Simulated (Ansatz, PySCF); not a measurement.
Potential energy surface of H₃B, singlet: umbrella (inversion) coordinate, bond length relaxed. Scanned: angle between the B-H bonds and the threefold axis (90 = planar). Other coordinates (B-H bond length) were minimised at B3LYP/def2-TZVP. Each profile is relative to its own lowest point.

| a / ° | A | B | C |
|---|---|---|---|
| 90 | 0.0 | 0.0 | 0.0 |
| 93.90 | 1.3 | 1.6 | 1.4 |
| 96.90 | 4.2 | 4.9 | 4.4 |
| 99.90 | 8.6 | 10.1 | 9.1 |
| 102.90 | 14.7 | 17.1 | 15.5 |
| 105.90 | 22.3 | 26.1 | 23.6 |
| 108.90 | 31.6 | 36.9 | 33.4 |
| 111.90 | 42.5 | 49.7 | 44.9 |
| 114.90 | 55.0 | 64.4 | 58.1 |
| 117.90 | 69.2 | 81.1 | 73.2 |
| 120.90 | 85.2 | 99.9 | 90.1 |
| 123.90 | 102.8 | 120.8 | 108.8 |
| 126.90 | 122.3 | 143.9 | 129.5 |
| 129.90 | 143.7 | 169.4 | 152.2 |
| 132 | 159.9 | 188.6 | 169.3 |

Energies in mEh.

Problem. Match the curves with the methods B3LYP/def2-TZVP (PySCF); RHF/aug-cc-pVQZ (Ansatz, a program for electronic structure); Ansatz with restricted PBE/aug-cc-pVQZ.

Solution. A is RKS-PBE/aug-cc-pVQZ; B is RHF/aug-cc-pVQZ; C is B3LYP.
